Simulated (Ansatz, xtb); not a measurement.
## Relative energy of two conformers of FH6NOSi2

We compare I, `N[Si@H](F)O[SiH3]`, a singlet, with II, `N[Si@H](F)O[SiH3]`, a singlet. Both are isolated molecules in the gas phase, relaxed with PBE0-D3(BJ)/def2-SVP.

I (Å):

```xyz
11

F     0.3304    1.3211   -0.3423
N    -0.5897    3.2446   -2.1449
O    -1.8088    0.8607   -1.7444
Si   -0.9699    2.0577   -0.9929
Si   -1.9371   -0.7976   -1.7735
H    -0.3098    2.9990   -3.0869
H    -0.2775    4.1693   -1.8766
H    -1.7003    2.6612    0.1426
H    -2.0545   -1.3404   -0.3876
H    -0.7435   -1.3987   -2.4375
H    -3.1609   -1.1445   -2.5483
```

II (Å):

```yaml
atoms:
  - { symbol: F, position_ang: [0.6019, -1.3145, -1.8763] }
  - { symbol: N, position_ang: [-1.2931, -0.0532, -0.5409] }
  - { symbol: O, position_ang: [-0.7309, 0.6656, -3.1152] }
  - { symbol: Si, position_ang: [-0.8429, -0.6152, -2.0908] }
  - { symbol: Si, position_ang: [-0.2613, 2.2604, -2.9753] }
  - { symbol: H, position_ang: [-1.0102, -0.5541, 0.2932] }
  - { symbol: H, position_ang: [-2.1398, 0.4824, -0.3910] }
  - { symbol: H, position_ang: [-1.7022, -1.6165, -2.7595] }
  - { symbol: H, position_ang: [-1.3251, 3.0468, -2.2813] }
  - { symbol: H, position_ang: [1.0134, 2.3769, -2.2085] }
  - { symbol: H, position_ang: [-0.0714, 2.7992, -4.3502] }
```

Task: Estimate E(II) − E(I) at the level CCSD(T)/def2-SVP + ΔMP2/def2-TZVPP.

Result: Too close to call at this level: CCSD(T)/def2-SVP + ΔMP2/def2-TZVPP gives E(II) − E(I) = +0.18 kcal/mol.

How the difference moves with the method:

```tsv
level	geometry	E(II) − E(I) (kcal/mol)	departure from the last row (kcal/mol)	job, with rough time for the two
PBE0-D3(BJ)/def2-SVP	PBE0-D3(BJ)/def2-SVP	+0.47	+0.29	optimisation, 2.6 min
HF/def2-SVP	PBE0-D3(BJ)/def2-SVP	+1.14	+0.96	part of the CCSD(T) run
MP2/def2-SVP	PBE0-D3(BJ)/def2-SVP	+0.49	+0.31	part of the CCSD(T) run
CCSD(T)/def2-SVP	PBE0-D3(BJ)/def2-SVP	+0.48	+0.29	single point
CCSD(T)/def2-SVP + ΔMP2/def2-TZVPP	PBE0-D3(BJ)/def2-SVP	+0.18		single point, 33 s
```

The largest departure from CCSD(T)/def2-SVP + ΔMP2/def2-TZVPP is that of HF/def2-SVP, 0.96 kcal/mol. Levels run at GFN2-xTB geometries aren't shown. The last row adds to CCSD(T) the change of the MP2 difference between the two basis sets, here −0.29 kcal/mol.

With harmonic frequencies from PBE0-D3(BJ)/def2-SVP (ideal gas, rigid rotor, one conformer each, 298.15 K, 1 atm): on the last row, ΔE + ΔZPE = +0.28 kcal/mol. A mode under 50 cm⁻¹ makes harmonic enthalpies and free energies unreliable, so none is given.

The correlated steps freeze 13 core orbitals. Codes used: Ansatz 0.2.0; the last row on 2 threads of Arm Neoverse V1 on a shared host.
